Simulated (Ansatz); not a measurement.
A short molecular-dynamics run on C₃H₇Al, SMILES `C[CH]1[CH2][AlH]1`.

```yaml
crystal:
  periodic: [false, false, false]
  atoms:
    - {symbol: C, position_ang: [-0.804031, 1.212509, 0.035518]}
    - {symbol: C, position_ang: [-0.024966, 0.044499, -0.518584]}
    - {symbol: C, position_ang: [1.170620, -0.506922, 0.358554]}
    - {symbol: Al, position_ang: [-0.129605, -1.822049, -0.104420]}
    - {symbol: H, position_ang: [-1.688157, 1.428743, -0.570216]}
    - {symbol: H, position_ang: [-1.152753, 1.022116, 1.055394]}
    - {symbol: H, position_ang: [-0.192311, 2.123221, 0.071924]}
    - {symbol: H, position_ang: [0.312356, 0.238704, -1.540452]}
    - {symbol: H, position_ang: [1.150036, -0.130173, 1.383493]}
    - {symbol: H, position_ang: [2.169586, -0.394767, -0.058941]}
    - {symbol: H, position_ang: [-0.745476, -3.272983, -0.091467]}
basis:
  gaussian: {orbitals: def2-SVP}
hamiltonian: {xc: {name: BLYP}}
md: {timestep: 1 fs, n_steps: 20, ensemble: nvt_langevin, temperature: 300, initial_velocities: maxwell_boltzmann, friction: 0.01, seed: 333}
```

```sh
$ ansatz run in.yaml --threads 2 --pin off --events-out ev --progress --plain --max-ram 4352MiB
```

```
step  time (fs)  potential energy (eV)  kinetic (eV)  T (K)  conserved (eV)
   0        0.0             -9813.5356        0.3878    273               –
   1        1.0             -9813.5283        0.3471    244               –
   2        2.0             -9813.4920        0.2987    210               –
   3        3.0             -9813.4377        0.2198    155               –
   4        4.0             -9813.3829        0.1730    122               –
   5        5.0             -9813.3463        0.1353     95               –
   6        6.0             -9813.3325        0.1306     92               –
   7        7.0             -9813.3287        0.1438    101               –
   8        8.0             -9813.3285        0.1399     98               –
   9        9.0             -9813.3336        0.1421    100               –
  10       10.0             -9813.3477        0.1804    127               –
  11       11.0             -9813.3695        0.1927    136               –
  12       12.0             -9813.3900        0.2235    157               –
  13       13.0             -9813.4015        0.2406    169               –
  14       14.0             -9813.3982        0.2616    184               –
  15       15.0             -9813.3875        0.2609    184               –
  16       16.0             -9813.3848        0.2660    187               –
  17       17.0             -9813.3897        0.2807    197               –
  18       18.0             -9813.3940        0.2911    205               –
  19       19.0             -9813.3840        0.2742    193               –
  20       20.0             -9813.3600        0.2590    182               –
```

Velocities are drawn at the set temperature; a run this short doesn't reach equilibrium.

Frames (Å, forces in eV/Å):

```xyz
11
time=0.0 fs
C    -0.804    1.213    0.036   -0.025   -0.048   -0.056
C    -0.025    0.044   -0.519   -0.079    0.043    0.048
C     1.171   -0.507    0.359    0.042   -0.098   -0.023
Al   -0.130   -1.822   -0.104   -0.279   -0.665   -0.019
H    -1.688    1.429   -0.570   -0.464    0.151   -0.292
H    -1.153    1.022    1.055   -0.196   -0.054    0.509
H    -0.192    2.123    0.072    0.285    0.489    0.027
H     0.312    0.239   -1.540    0.154    0.094   -0.546
H     1.150   -0.130    1.383    0.030    0.173    0.548
H     2.170   -0.395   -0.059    0.582    0.051   -0.203
H    -0.745   -3.273   -0.091   -0.049   -0.135    0.005
11
time=1.0 fs
C    -0.806    1.210    0.036    0.231    0.129   -0.133
C    -0.024    0.044   -0.520   -0.207   -0.038    0.201
C     1.170   -0.507    0.360    0.121    0.266    0.661
Al   -0.129   -1.822   -0.103   -0.234   -0.471   -0.034
H    -1.684    1.401   -0.591   -0.433    0.266   -0.143
H    -1.143    1.041    1.067   -0.200   -0.054    0.374
H    -0.166    2.114    0.048   -0.028    0.321    0.033
H     0.285    0.247   -1.550    0.259    0.052   -0.475
H     1.168   -0.116    1.410   -0.046   -0.118   -0.290
H     2.163   -0.375   -0.062    0.649   -0.009   -0.217
H    -0.765   -3.247   -0.105   -0.112   -0.344    0.022
11
time=2.0 fs
C    -0.808    1.208    0.036    0.327    0.422   -0.194
C    -0.025    0.044   -0.520   -0.239   -0.108    0.176
C     1.168   -0.507    0.362    0.460    0.557    0.938
Al   -0.128   -1.822   -0.102   -0.208   -0.348   -0.046
H    -1.684    1.377   -0.611   -0.269    0.346    0.090
H    -1.138    1.060    1.080   -0.147   -0.037    0.113
H    -0.140    2.109    0.024   -0.389    0.074    0.065
H     0.260    0.255   -1.563    0.303   -0.020   -0.229
H     1.187   -0.105    1.430   -0.138   -0.301   -0.828
H     2.164   -0.355   -0.067    0.451   -0.103   -0.120
H    -0.786   -3.227   -0.121   -0.150   -0.480    0.034
11
time=3.0 fs
C    -0.809    1.206    0.036    0.261    0.685   -0.297
C    -0.026    0.044   -0.521   -0.240   -0.147    0.023
C     1.167   -0.508    0.365    0.934    0.779    0.902
Al   -0.127   -1.822   -0.102   -0.209   -0.299   -0.061
H    -1.689    1.356   -0.632   -0.009    0.392    0.385
H    -1.136    1.078    1.093   -0.081   -0.030   -0.178
H    -0.120    2.106    0.001   -0.687   -0.120    0.111
H     0.239    0.262   -1.579    0.312   -0.111    0.116
H     1.205   -0.097    1.441   -0.236   -0.384   -1.068
H     2.170   -0.335   -0.071    0.114   -0.225    0.022
H    -0.805   -3.213   -0.136   -0.158   -0.541    0.044
11
time=4.0 fs
C    -0.810    1.205    0.036    0.097    0.855   -0.471
C    -0.026    0.044   -0.520   -0.263   -0.189   -0.132
C     1.166   -0.508    0.367    1.386    0.912    0.594
Al   -0.126   -1.822   -0.102   -0.248   -0.332   -0.078
H    -1.695    1.340   -0.650    0.247    0.413    0.660
H    -1.133    1.096    1.102   -0.043   -0.045   -0.360
H    -0.109    2.102   -0.020   -0.848   -0.188    0.156
H     0.218    0.267   -1.593    0.335   -0.189    0.424
H     1.221   -0.093    1.439   -0.318   -0.364   -1.009
H     2.177   -0.316   -0.076   -0.218   -0.358    0.162
H    -0.824   -3.206   -0.150   -0.127   -0.515    0.054
11
time=5.0 fs
C    -0.810    1.203    0.036   -0.087    0.946   -0.675
C    -0.027    0.045   -0.520   -0.285   -0.280   -0.220
C     1.167   -0.508    0.371    1.680    0.922    0.070
Al   -0.125   -1.822   -0.101   -0.298   -0.403   -0.097
H    -1.700    1.330   -0.660    0.415    0.409    0.836
H    -1.130    1.112    1.105   -0.033   -0.072   -0.394
H    -0.106    2.096   -0.042   -0.871   -0.134    0.207
H     0.201    0.268   -1.604    0.368   -0.241    0.620
H     1.231   -0.094    1.427   -0.361   -0.244   -0.686
H     2.183   -0.296   -0.081   -0.466   -0.479    0.272
H    -0.844   -3.204   -0.162   -0.062   -0.425    0.067
11
time=6.0 fs
C    -0.810    1.202    0.034   -0.238    0.959   -0.794
C    -0.028    0.045   -0.520   -0.289   -0.408   -0.223
C     1.169   -0.506    0.374    1.697    0.786   -0.553
Al   -0.125   -1.822   -0.102   -0.331   -0.471   -0.111
H    -1.704    1.327   -0.662    0.456    0.383    0.874
H    -1.126    1.126    1.104   -0.026   -0.094   -0.355
H    -0.109    2.088   -0.067   -0.791    0.019    0.265
H     0.191    0.269   -1.607    0.401   -0.265    0.677
H     1.236   -0.096    1.410   -0.370   -0.047   -0.157
H     2.184   -0.279   -0.083   -0.524   -0.555    0.296
H    -0.865   -3.204   -0.174    0.016   -0.307    0.081
11
time=7.0 fs
C    -0.811    1.200    0.031   -0.311    0.902   -0.816
C    -0.029    0.046   -0.520   -0.301   -0.579   -0.092
C     1.172   -0.504    0.376    1.492    0.522   -1.266
Al   -0.126   -1.823   -0.103   -0.360   -0.525   -0.120
H    -1.704    1.328   -0.657    0.342    0.345    0.780
H    -1.123    1.138    1.100   -0.033   -0.121   -0.247
H    -0.120    2.078   -0.091   -0.616    0.249    0.307
H     0.184    0.269   -1.604    0.452   -0.252    0.557
H     1.239   -0.097    1.388   -0.353    0.218    0.558
H     2.179   -0.268   -0.084   -0.414   -0.581    0.241
H    -0.885   -3.208   -0.186    0.101   -0.177    0.097
11
time=8.0 fs
C    -0.812    1.198    0.028   -0.269    0.789   -0.728
C    -0.029    0.047   -0.521   -0.325   -0.776    0.202
C     1.175   -0.502    0.378    1.127    0.229   -1.780
Al   -0.127   -1.824   -0.103   -0.388   -0.569   -0.125
H    -1.699    1.333   -0.646    0.057    0.300    0.541
H    -1.120    1.150    1.092   -0.053   -0.156   -0.070
H    -0.136    2.070   -0.111   -0.362    0.520    0.321
H     0.183    0.267   -1.593    0.519   -0.193    0.232
H     1.238   -0.097    1.371   -0.327    0.441    1.172
H     2.171   -0.263   -0.081   -0.170   -0.551    0.120
H    -0.904   -3.213   -0.198    0.193   -0.035    0.114
11
time=9.0 fs
C    -0.813    1.198    0.024   -0.134    0.697   -0.508
C    -0.030    0.047   -0.521   -0.352   -0.934    0.555
C     1.180   -0.499    0.377    0.638    0.049   -1.747
Al   -0.128   -1.826   -0.104   -0.413   -0.620   -0.120
H    -1.694    1.342   -0.630   -0.319    0.250    0.210
H    -1.120    1.161    1.085   -0.038   -0.179    0.063
H    -0.153    2.068   -0.130   -0.128    0.720    0.334
H     0.187    0.261   -1.579    0.576   -0.105   -0.186
H     1.236   -0.094    1.366   -0.318    0.481    1.335
H     2.162   -0.261   -0.076    0.209   -0.464   -0.068
H    -0.922   -3.220   -0.208    0.280    0.104    0.131
11
time=10.0 fs
C    -0.813    1.198    0.018    0.036    0.723   -0.270
C    -0.032    0.046   -0.520   -0.356   -1.018    0.860
C     1.183   -0.496    0.375    0.220    0.083   -1.180
Al   -0.129   -1.827   -0.104   -0.436   -0.686   -0.107
H    -1.691    1.355   -0.612   -0.676    0.185   -0.112
H    -1.121    1.170    1.078    0.005   -0.193    0.147
H    -0.172    2.075   -0.149    0.030    0.764    0.360
H     0.195    0.253   -1.565    0.608   -0.019   -0.580
H     1.230   -0.085    1.374   -0.312    0.297    0.951
H     2.156   -0.260   -0.073    0.521   -0.370   -0.213
H    -0.937   -3.229   -0.217    0.359    0.234    0.145
11
time=11.0 fs
C    -0.813    1.198    0.014    0.099    0.872   -0.178
C    -0.036    0.044   -0.520   -0.295   -0.991    0.912
C     1.187   -0.493    0.371   -0.018    0.266   -0.357
Al   -0.131   -1.829   -0.104   -0.448   -0.755   -0.088
H    -1.695    1.370   -0.595   -0.850    0.088   -0.314
H    -1.123    1.178    1.070    0.051   -0.208    0.250
H    -0.190    2.088   -0.164    0.120    0.678    0.389
H     0.209    0.247   -1.557    0.573    0.019   -0.752
H     1.220   -0.072    1.391   -0.278   -0.022    0.233
H     2.158   -0.262   -0.071    0.619   -0.298   -0.249
H    -0.949   -3.239   -0.222    0.427    0.352    0.155
11
time=12.0 fs
C    -0.812    1.198    0.010   -0.018    1.131   -0.279
C    -0.040    0.041   -0.519   -0.142   -0.854    0.622
C     1.190   -0.490    0.366   -0.166    0.453    0.413
Al   -0.133   -1.831   -0.105   -0.426   -0.789   -0.062
H    -1.707    1.388   -0.582   -0.745   -0.044   -0.348
H    -1.129    1.183    1.062    0.106   -0.222    0.359
H    -0.205    2.104   -0.173    0.127    0.478    0.424
H     0.228    0.242   -1.556    0.435   -0.007   -0.586
H     1.204   -0.058    1.411   -0.205   -0.337   -0.484
H     2.166   -0.265   -0.068    0.565   -0.243   -0.216
H    -0.958   -3.247   -0.225    0.469    0.434    0.158
11
time=13.0 fs
C    -0.811    1.199    0.006   -0.287    1.508   -0.559
C    -0.044    0.036   -0.519    0.076   -0.619    0.173
C     1.194   -0.486    0.361   -0.207    0.573    0.933
Al   -0.135   -1.833   -0.106   -0.358   -0.776   -0.035
H    -1.727    1.405   -0.572   -0.377   -0.205   -0.227
H    -1.136    1.184    1.054    0.154   -0.231    0.469
H    -0.217    2.127   -0.179    0.039    0.137    0.463
H     0.252    0.239   -1.561    0.227   -0.071   -0.253
H     1.187   -0.048    1.427   -0.100   -0.564   -1.003
H     2.180   -0.268   -0.068    0.361   -0.214   -0.117
H    -0.960   -3.252   -0.225    0.471    0.462    0.154
11
time=14.0 fs
C    -0.810    1.201    0.003   -0.654    1.881   -0.785
C    -0.048    0.031   -0.518    0.352   -0.315   -0.354
C     1.198   -0.482    0.357   -0.163    0.594    1.162
Al   -0.137   -1.835   -0.106   -0.245   -0.721   -0.004
H    -1.751    1.419   -0.564    0.083   -0.369   -0.054
H    -1.142    1.183    1.048    0.208   -0.235    0.493
H    -0.229    2.152   -0.178   -0.051   -0.231    0.479
H     0.279    0.237   -1.567   -0.033   -0.153    0.155
H     1.167   -0.042    1.435    0.028   -0.679   -1.265
H     2.198   -0.272   -0.070    0.039   -0.204    0.027
H    -0.955   -3.252   -0.224    0.435    0.432    0.145
11
time=15.0 fs
C    -0.809    1.203   -0.001   -1.034    2.064   -0.743
C    -0.053    0.025   -0.517    0.666   -0.005   -0.844
C     1.203   -0.478    0.353   -0.151    0.497    1.168
Al   -0.139   -1.838   -0.106   -0.086   -0.612    0.038
H    -1.771    1.430   -0.558    0.441   -0.487    0.063
H    -1.147    1.178    1.048    0.284   -0.235    0.356
H    -0.242    2.173   -0.170   -0.058   -0.467    0.440
H     0.307    0.231   -1.574   -0.309   -0.221    0.525
H     1.147   -0.040    1.432    0.158   -0.695   -1.284
H     2.217   -0.279   -0.072   -0.272   -0.181    0.153
H    -0.943   -3.249   -0.222    0.360    0.342    0.129
11
time=16.0 fs
C    -0.808    1.205   -0.006   -1.375    1.982   -0.402
C    -0.057    0.019   -0.517    0.952    0.296   -1.196
C     1.208   -0.472    0.349   -0.168    0.274    0.976
Al   -0.140   -1.840   -0.107    0.104   -0.456    0.087
H    -1.787    1.433   -0.549    0.637   -0.533    0.089
H    -1.152    1.170    1.053    0.390   -0.220    0.065
H    -0.257    2.186   -0.156    0.015   -0.535    0.350
H     0.334    0.223   -1.577   -0.545   -0.263    0.760
H     1.133   -0.045    1.420    0.251   -0.602   -1.066
H     2.235   -0.291   -0.073   -0.512   -0.139    0.232
H    -0.925   -3.244   -0.218    0.249    0.196    0.105
11
time=17.0 fs
C    -0.809    1.209   -0.011   -1.625    1.663    0.113
C    -0.060    0.013   -0.517    1.146    0.565   -1.367
C     1.213   -0.467    0.345   -0.210   -0.065    0.563
Al   -0.141   -1.842   -0.108    0.298   -0.285    0.135
H    -1.798    1.428   -0.540    0.693   -0.512    0.056
H    -1.155    1.158    1.062    0.497   -0.184   -0.311
H    -0.272    2.195   -0.138    0.136   -0.467    0.232
H     0.354    0.214   -1.575   -0.702   -0.267    0.813
H     1.123   -0.056    1.398    0.306   -0.402   -0.580
H     2.249   -0.305   -0.075   -0.669   -0.082    0.265
H    -0.903   -3.240   -0.211    0.130    0.034    0.080
11
time=18.0 fs
C    -0.810    1.214   -0.015   -1.663    1.154    0.585
C    -0.061    0.008   -0.518    1.205    0.787   -1.288
C     1.219   -0.461    0.340   -0.357   -0.502   -0.032
Al   -0.143   -1.844   -0.109    0.493   -0.091    0.187
H    -1.802    1.416   -0.533    0.608   -0.419   -0.020
H    -1.154    1.145    1.071    0.554   -0.130   -0.613
H    -0.283    2.198   -0.117    0.251   -0.318    0.109
H     0.368    0.201   -1.565   -0.750   -0.212    0.624
H     1.113   -0.069    1.370    0.322   -0.115    0.170
H     2.259   -0.320   -0.072   -0.668   -0.007    0.223
H    -0.878   -3.236   -0.203    0.004   -0.148    0.055
11
time=19.0 fs
C    -0.813    1.219   -0.018   -1.422    0.527    0.896
C    -0.062    0.003   -0.519    1.155    0.955   -0.994
C     1.225   -0.457    0.336   -0.634   -0.943   -0.617
Al   -0.145   -1.845   -0.110    0.684    0.114    0.241
H    -1.800    1.397   -0.526    0.351   -0.261   -0.176
H    -1.151    1.129    1.072    0.538   -0.068   -0.694
H    -0.289    2.197   -0.097    0.338   -0.120   -0.003
H     0.375    0.184   -1.549   -0.696   -0.113    0.243
H     1.104   -0.082    1.344    0.299    0.175    0.960
H     2.262   -0.333   -0.067   -0.490    0.078    0.111
H    -0.852   -3.234   -0.193   -0.122   -0.345    0.033
11
time=20.0 fs
C    -0.819    1.224   -0.021   -0.870   -0.086    1.050
C    -0.062   -0.001   -0.521    1.036    1.059   -0.554
C     1.230   -0.453    0.332   -0.979   -1.262   -0.959
Al   -0.146   -1.847   -0.111    0.836    0.289    0.287
H    -1.794    1.375   -0.518   -0.090   -0.064   -0.410
H    -1.141    1.111    1.065    0.437   -0.013   -0.551
H    -0.291    2.194   -0.078    0.378    0.055   -0.102
H     0.378    0.165   -1.533   -0.569    0.012   -0.247
H     1.099   -0.095    1.329    0.267    0.367    1.500
H     2.261   -0.344   -0.061   -0.221    0.158   -0.029
H    -0.827   -3.234   -0.180   -0.225   -0.514    0.016
```

It took 38 s on 2 threads of an Arm Neoverse V1 on a shared host, with 0.12 GiB of host memory at the peak.
